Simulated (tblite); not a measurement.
C₄H₇ClO₃Si.
Geometry (GFN2-xTB, Å), atoms numbered from 1 in this order:
```
atom  x, y, z in Å
O1     2.8627    1.1292    0.1533
C2     2.5753   -0.0376    0.2653
O3     3.4753   -0.9634    0.6459
C4     1.2593   -0.6284    0.0164
C5     0.2313    0.1278   -0.3776
C6    -1.1343   -0.3628   -0.5701
Cl7   -1.9318    0.4932   -1.9348
Si8   -2.2325    0.0019    0.9880
O9    -2.3231    1.5928    1.2238
H10    4.3358   -0.5437    0.7981
H11    1.1781   -1.6933    0.1696
H12    0.4006    1.1886   -0.5107
H13   -1.1491   -1.4216   -0.8193
H14   -1.5567   -0.4922    2.1750
H15   -3.5305   -0.5962    0.6893
H16   -2.4680    2.2146    0.5125
```

Calculated harmonic vibrations of the isolated species, GFN2-xTB (tblite), most abundant isotopes, no scaling. Against measured fundamentals such values can be off by several per cent, at times by over 20. Modes of hydrogen on silicon can be 10 to 20 % off. One conformer, not necessarily the lowest.

Harmonic wavenumbers (cm⁻¹): 32.1, 46.1, 71.8, 101.8, 130.9, 138.2, 181.4, 262.0, 296.8, 311.3, 347.1, 480.3, 527.8, 579.3, 585.4, 608.4, 653.6, 695.4, 731.3, 742.0, 762.6, 780.1, 807.2, 941.5, 963.5, 1000.3, 1078.4, 1103.0, 1150.2, 1167.4, 1213.1, 1272.5, 1295.9, 1646.8, 1755.6, 2292.2, 2362.7, 2984.7, 3066.8, 3101.5, 3462.2, 3625.9.

A = 1828, B = 539.6, C = 483.0 MHz; mass 165.985 u (most abundant isotopes); point group C1, symmetry number 1.

What is the zero-point energy?

½Σν̃ = 22679 cm⁻¹ = 64.84 kcal/mol.

Give the ideal-gas entropy at 500 K and 1 bar in the rigid-rotor, harmonic-oscillator model (classical rotation).

Translation 43.82, rotation 32.43, vibration 58.59: S = 134.8 cal/(mol K).

And Cp and H(500 K) − H(0)?

Cp = 56.94 cal/(mol K), of which vibrations give 49.00 (their classical limit is 42 R = 83.5); H(500 K) − H(0) = 17.96 kcal/mol without the zero-point energy, 13.99 from vibrations.

How do the functions run with temperature in this model?

| T (K) | S (cal/(mol K)) | Cp (cal/(mol K)) | H − H(0) (kcal/mol) | G − H(0) (kcal/mol) | ln q(vib) |
| --- | --- | --- | --- | --- | --- |
| 100 | 76.3 | 21.7 | 1.51 | -6.12 | 2.87 |
| 200 | 94.6 | 32.1 | 4.20 | -14.71 | 6.31 |
| 300 | 109.5 | 42.2 | 7.93 | -24.93 | 9.49 |
| 800 | 164.6 | 69.1 | 37.07 | -94.57 | 23.24 |
| 1000 | 180.5 | 74.1 | 51.41 | -129.12 | 27.83 |

q(vib) and H(0) count from the zero-point level.

Which modes carry the vibrational entropy at 500 K?

32.1 cm⁻¹: 6.72; 46.1 cm⁻¹: 6.00; 71.8 cm⁻¹: 5.12; 101.8 cm⁻¹: 4.43; 130.9 cm⁻¹: 3.94; 138.2 cm⁻¹: 3.83 cal/(mol K); the other 36 give 28.53 together.

What must be added to the electronic energy to get the Gibbs energy at 500 K and 1 bar?

ZPE + [H(500 K) − H(0)] − T·S = 64.84 + 17.96 − 67.42 = 15.38 kcal/mol.

Blend soft modes into free rotors: weight 1/[1 + (100 cm⁻¹/ν̃)⁴] for the oscillator and the rest for a rotor with moment μB/(μ + B), μ = h/(8π²ν), B = 10⁻⁴⁴ kg m². What vibrational entropy results?

52.53 cal/(mol K) in place of 58.59, which changes −T·S at 500 K by +3.03 kcal/mol.

Hindered rotation and anharmonicity are outside this model. Other conformers, if any are populated, would add a mixing term that is left out. The structure is chiral; the term R ln 2 for an equal mix with its mirror image is left out.
